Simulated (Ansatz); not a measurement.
Species: BI3, SMILES `IB(I)I` (charge 0, multiplicity 1).

Problem. Give a relaxed geometry from Ansatz (a program for electronic structure) with PBE0-D3(BJ)/def2-TZVP.

Solution. the end point of this relaxation (outside a Z-matrix the atoms follow the SMILES, hydrogens last).
Z-matrix (Å, degrees):
```
B
I 1 2.1106
I 1 2.1108 2 119.93
I 1 2.1109 2 120.01 3 -179.83
```
